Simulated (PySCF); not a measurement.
H₄O₂Sn, SMILES [OH][SnH2][OH].

Geometry: B3LYP-D3(BJ)/def2-SVP. The def2 effective core potentials stand for the cores of Sn; spin–orbit coupling is left out. Other conformers were not sampled.

Calculation: B3LYP/def2-TZVPD (PySCF).

Symmetry labels are those of the subgroup C2 that the program uses (full group C2).

Computed valence orbital energies around the gap with their symmetry:
```csv
orbital,symmetry,energy (eV)
HOMO−7,A,-14.79
HOMO−6,B,-12.96
HOMO−5,A,-11.63
HOMO−4,B,-9.95
HOMO−3,A,-9.72
HOMO−2,B,-8.90
HOMO−1,A,-8.47
HOMO,B,-8.30
LUMO,A,-1.13
LUMO+1,B,-0.65
LUMO+2,A,-0.45
LUMO+3,A,0.39
```
